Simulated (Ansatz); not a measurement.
Ansatz (an electronic-structure program) input for Si(Cl)(OH)2(NH2) (ClH4NO2Si), SMILES Cl[Si](O)(N)O, PBE-D3(BJ)/def2-SVP. 

Ansatz 0.2 input:
```yaml
crystal:
  periodic: [false, false, false]
  atoms:
    - {symbol: N, position_ang: [1.79073047, -0.30433070, -0.15728374]}
    - {symbol: Si, position_ang: [0.12323270, -0.02293139, -0.33820305]}
    - {symbol: O, position_ang: [-0.23742751, 1.37858554, -1.13185812]}
    - {symbol: O, position_ang: [-0.62578571, -1.20677355, -1.20044528]}
    - {symbol: Cl, position_ang: [-0.61680985, 0.06762555, 1.59345683]}
    - {symbol: H, position_ang: [2.13162830, -0.72940840, 0.69623705]}
    - {symbol: H, position_ang: [2.35451173, -0.55838065, -0.96053689]}
    - {symbol: H, position_ang: [0.12310679, 2.18472348, -0.75101667]}
    - {symbol: H, position_ang: [-1.47814451, -0.96971034, -1.57919326]}
basis:
  gaussian:
    orbitals: def2-SVP
hamiltonian:
  xc: pbe
  dispersion: d3bj
relax: {f_tol: 0.002, max_steps: 200}
```

Program output:

```
WARN ansatz: RAYON_NUM_THREADS=1 ignored (pool sized by the plan → 1); use --threads N
Functional definition: PBE
integrals: 0.04 GiB planned
1081 factors; their error is unknown
mean field: 0.25 GiB planned
mean field evaluation 1: about -26012.8805 eV, gradient 9.2e1 eV
mean field evaluation 2: about -25972.3638 eV, gradient 1.6e2 eV
mean field evaluation 4: about -26028.0755 eV, gradient 8.9e0 eV
mean field evaluation 8: about -26028.2386 eV, gradient 2.1e-1 eV
mean field evaluation 16: about -26028.1747 eV, gradient 1.3e-4 eV
mean field -26028.17473178 eV, -956.5177788623 hartree, gradient 4.4e-5 eV, S^2 0.000000; 0 other end points of the search recorded, 0 dependent functions left out
the calculation of the forces begins
reference -26028.17476230 eV, -956.5177799840 hartree; 29, 29 occupied and 69, 69 virtual orbitals, 1081 factors
relax step   1: F+E_penalty+E_count = -26028.37777994 eV  Δ(F+E_penalty+E_count) = +0.000e0 eV  max|allowed force component| = 5.486e-1 eV/Å  Δτ_max = 0.0000 Å  (27 SCF iters, accepted)
these checks for a lower state are left out or cut short: starts, cluster_reference, orbital_swaps, neighbouring_geometries, increment
integrals: 0.04 GiB planned
1081 factors; their error is unknown
mean field: 0.25 GiB planned
mean field -26028.19566554 eV, -956.5185481641 hartree, gradient 1.5e-5 eV, S^2 0.000000; 0 other end points of the search recorded, 0 dependent functions left out
the calculation of the forces begins
reference -26028.19569626 eV, -956.5185492930 hartree; 29, 29 occupied and 69, 69 virtual orbitals, 1081 factors
relax step   2: F+E_penalty+E_count = -26028.39762530 eV  Δ(F+E_penalty+E_count) = -1.985e-2 eV  max|allowed force component| = 2.886e-1 eV/Å  Δτ_max = 0.0203 Å  (29 SCF iters, accepted)
these checks for a lower state are left out or cut short: starts, cluster_reference, orbital_swaps, neighbouring_geometries, increment
integrals: 0.04 GiB planned
1081 factors; their error is unknown
mean field: 0.25 GiB planned
mean field evaluation 32: about -26028.2007 eV, gradient 1.5e-5 eV
mean field -26028.20066245 eV, -956.5187317970 hartree, gradient 1.5e-5 eV, S^2 0.000000; 0 other end points of the search recorded, 0 dependent functions left out
the calculation of the forces begins
reference -26028.20069322 eV, -956.5187329276 hartree; 29, 29 occupied and 69, 69 virtual orbitals, 1081 factors
relax step   3: F+E_penalty+E_count = -26028.40216273 eV  Δ(F+E_penalty+E_count) = -4.537e-3 eV  max|allowed force component| = 8.139e-2 eV/Å  Δτ_max = 0.0099 Å  (30 SCF iters, accepted)
these checks for a lower state are left out or cut short: starts, cluster_reference, orbital_swaps, neighbouring_geometries, increment
integrals: 0.04 GiB planned
1081 factors; their error is unknown
mean field: 0.25 GiB planned
mean field -26028.20147925 eV, -956.5187618137 hartree, gradient 1.6e-5 eV, S^2 0.000000; 0 other end points of the search recorded, 0 dependent functions left out
the calculation of the forces begins
reference -26028.20151000 eV, -956.5187629437 hartree; 29, 29 occupied and 69, 69 virtual orbitals, 1081 factors
relax step   4: F+E_penalty+E_count = -26028.40297616 eV  Δ(F+E_penalty+E_count) = -8.134e-4 eV  max|allowed force component| = 3.543e-2 eV/Å  Δτ_max = 0.0046 Å  (30 SCF iters, accepted)
these checks for a lower state are left out or cut short: starts, cluster_reference, orbital_swaps, neighbouring_geometries, increment
integrals: 0.04 GiB planned
1081 factors; their error is unknown
mean field: 0.25 GiB planned
mean field -26028.20207399 eV, -956.5187836701 hartree, gradient 1.6e-5 eV, S^2 0.000000; 0 other end points of the search recorded, 0 dependent functions left out
the calculation of the forces begins
reference -26028.20210469 eV, -956.5187847983 hartree; 29, 29 occupied and 69, 69 virtual orbitals, 1081 factors
relax step   5: F+E_penalty+E_count = -26028.40379295 eV  Δ(F+E_penalty+E_count) = -8.168e-4 eV  max|allowed force component| = 3.689e-2 eV/Å  Δτ_max = 0.0095 Å  (29 SCF iters, accepted)
these checks for a lower state are left out or cut short: starts, cluster_reference, orbital_swaps, neighbouring_geometries, increment
integrals: 0.04 GiB planned
1081 factors; their error is unknown
mean field: 0.25 GiB planned
mean field -26028.20209719 eV, -956.5187845227 hartree, gradient 1.6e-5 eV, S^2 0.000000; 0 other end points of the search recorded, 0 dependent functions left out
the calculation of the forces begins
reference -26028.20212788 eV, -956.5187856504 hartree; 29, 29 occupied and 69, 69 virtual orbitals, 1081 factors
relax step   6: F+E_penalty+E_count = -26028.40391048 eV  Δ(F+E_penalty+E_count) = -1.175e-4 eV  max|allowed force component| = 1.419e-2 eV/Å  Δτ_max = 0.0038 Å  (30 SCF iters, accepted)
these checks for a lower state are left out or cut short: starts, cluster_reference, orbital_swaps, neighbouring_geometries, increment
integrals: 0.04 GiB planned
1081 factors; their error is unknown
mean field: 0.25 GiB planned
mean field -26028.20206145 eV, -956.5187832093 hartree, gradient 1.5e-5 eV, S^2 0.000000; 0 other end points of the search recorded, 0 dependent functions left out
the calculation of the forces begins
reference -26028.20209213 eV, -956.5187843368 hartree; 29, 29 occupied and 69, 69 virtual orbitals, 1081 factors
relax step   7: F+E_penalty+E_count = -26028.40392470 eV  Δ(F+E_penalty+E_count) = -1.422e-5 eV  max|allowed force component| = 4.247e-3 eV/Å  Δτ_max = 0.0019 Å  (22 SCF iters, accepted)
these checks for a lower state are left out or cut short: starts, cluster_reference, orbital_swaps, neighbouring_geometries, increment
integrals: 0.04 GiB planned
1081 factors; their error is unknown
mean field: 0.25 GiB planned
mean field evaluation 64: about -26028.2021 eV, gradient 6.1e-6 eV
mean field -26028.20208107 eV, -956.5187839302 hartree, gradient 6.1e-6 eV, S^2 0.000000; 0 other end points of the search recorded, 0 dependent functions left out
the calculation of the forces begins
reference -26028.20211175 eV, -956.5187850578 hartree; 29, 29 occupied and 69, 69 virtual orbitals, 1081 factors
relax step   8: F+E_penalty+E_count = -26028.40393202 eV  Δ(F+E_penalty+E_count) = -7.321e-6 eV  max|allowed force component| = 1.411e-3 eV/Å  Δτ_max = 0.0010 Å  (21 SCF iters, accepted)
integrals: 0.04 GiB planned
1081 factors; their error is unknown
mean field: 0.25 GiB planned
mean field -26028.20208107 eV, -956.5187839302 hartree, gradient 6.0e-6 eV, S^2 0.000000; 1 other end points of the search recorded, 0 dependent functions left out
the calculation of the forces begins
reference -26028.20211175 eV, -956.5187850578 hartree; 29, 29 occupied and 69, 69 virtual orbitals, 1081 factors
Total energy: -26028.40396270 eV, -956.5262029434 hartree
Atom 0 at     1.808614    -0.285502    -0.152960 Å, force     0.001408     0.001343     0.000518 eV/Å
Atom 1 at     0.123864    -0.015857    -0.338622 Å, force    -0.000705    -0.000116     0.001390 eV/Å
Atom 2 at    -0.246625     1.392883    -1.150947 Å, force     0.000601     0.000556    -0.000011 eV/Å
Atom 3 at    -0.613636    -1.222137    -1.213606 Å, force    -0.000849     0.000187     0.000002 eV/Å
Atom 4 at    -0.621301     0.075823     1.608921 Å, force    -0.000604    -0.000107    -0.000067 eV/Å
Atom 5 at     2.129572    -0.749411     0.699000 Å, force     0.000292    -0.001411     0.000568 eV/Å
Atom 6 at     2.354731    -0.579908    -0.966301 Å, force     0.000759    -0.000291    -0.001292 eV/Å
Atom 7 at     0.112914     2.197741    -0.738660 Å, force    -0.000339     0.001133    -0.000605 eV/Å
Atom 8 at    -1.483090    -0.974233    -1.575666 Å, force    -0.000564    -0.001293    -0.000504 eV/Å
Dipole moment:     0.241461     0.098474    -0.146743 e Å
```

Self-consistency was reached.
